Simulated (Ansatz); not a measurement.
Relaxation of F$_{3}$H$_{3}$W (7 atoms, charge 0, multiplicity 1), to a largest force component of 0.02 eV/Å in at most 40 steps.

Method: RKS PBE-D4/def2-SVP in Ansatz.

```xyz
7
Properties=species:S:1:pos:R:3
W 0.000 0.000 0.000
F 0.000 0.000 1.850
H 1.720 0.000 0.000
F 0.000 1.850 0.000
F -1.850 0.000 0.000
H 0.000 -1.720 0.000
H 0.000 0.000 -1.720
```

Problem. Where does it end, and by what steps?

Solution. It converged. After 7 steps the energy has fallen by 2.648 eV; W1 moved furthest, 0.44 Å.

| step | energy less start (eV) | largest force component (eV/Å) | accepted |
| --- | --- | --- | --- |
| 0 | 0.0000 | 1.456 | yes |
| 1 | -1.1549 | 1.323 | yes |
| 2 | -1.9229 | 1.642 | yes |
| 3 | -2.4467 | 1.121 | yes |
| 4 | -2.5493 | 0.392 | yes |
| 5 | -2.6437 | 0.253 | yes |
| 6 | -2.6471 | 0.098 | yes |
| 7 | -2.6479 | 0.015 | yes |

```xyz
7
Properties=species:S:1:pos:R:3
W -0.257 0.257 0.257
F 0.269 -0.269 1.986
H 1.342 -0.117 -0.117
F 0.269 1.986 -0.269
F -1.986 -0.269 -0.269
H 0.117 -1.342 -0.117
H 0.117 -0.117 -1.342
```

The run took 14 s on 2 threads of Arm Neoverse V1, on a shared host, peak memory 0.13 GiB.
